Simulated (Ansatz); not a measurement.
`C=C[Si](F)(F)F` + HBr → `F[Si](F)(F)Br` + `C=C` at 298.15 K and 1 bar (ligand exchange at the Si–C bond).

Calculated with Ansatz (gas phase, PBE0-D4/def2-TZVP geometries, no zero-point term in ΔE). CCSD(T)/CBS adds triple-zeta CCSD(T) − MP2 to the extrapolated MP2 energy (def2 sets, frozen cores). This one scheme is used for every species. For Br outer-core shells are correlated without core-valence functions, which leaves a few kJ/mol of doubt a bond. Scalar relativity is left out up to krypton. Each species was taken in one conformer, which may not be the lowest.

| species | CCSD(T)/CBS energy (Eh) | H − E (kJ/mol) | S (J/(mol·K)) |
| --- | --- | --- | --- |
| `C=C[Si](F)(F)F` | -666.56968 | 157.9 | 344.7 |
| HBr | -2573.91920 | 24.6 | 198.6 |
| `F[Si](F)(F)Br` | -3162.03492 | 45.3 | 319.4 |
| `C=C` | -78.48111 | 144.6 | 218.9 |

H − E and S are ideal-gas, rigid-rotor, harmonic terms from PBE0-D4/def2-TZVP, for one conformer and one mirror image of each species. 1 Eh = 2625.50 kJ/mol, R = 8.31446 J/(mol·K).

Task: By hand: ΔE, ΔH, ΔS and ΔG.

Result: ΔE = (-3162.03492) + (-78.48111) − (-666.56968) − (-2573.91920) = -0.02715 Eh = -71.3 kJ/mol. Δ(H − E) = 45.3 + 144.6 − 157.9 − 24.6 = 7.4, so ΔH = -63.9 kJ/mol. ΔS = 319.4 + 218.9 − 344.7 − 198.6 = -5.0 J/(mol·K). ΔG = -63.9 − 298.15 × (-5.0)/1000 = -62.4 kJ/mol.

Task: By hand: the equilibrium constant, and the temperature at which ΔG would vanish if ΔH and ΔS stayed fixed.

Result: log₁₀ K = −ΔG/(RT ln 10) = 10.9. ΔG = 0 at ΔH/ΔS = 12780 K, far beyond where these terms or the molecules hold.

The number of gas molecules stays the same, so ΔS is small and ΔH decides. A doubt of 5 kJ/mol in ΔE shifts log₁₀ K by 0.9 here. Other conformers and mirror images would add mixing entropy, several J/(mol·K) or more a flexible species. These are equilibria of isolated gas molecules and say nothing of rates. Largest T1 diagnostic: 0.012 (customary marks: 0.02 for closed shells, 0.045 for open ones).
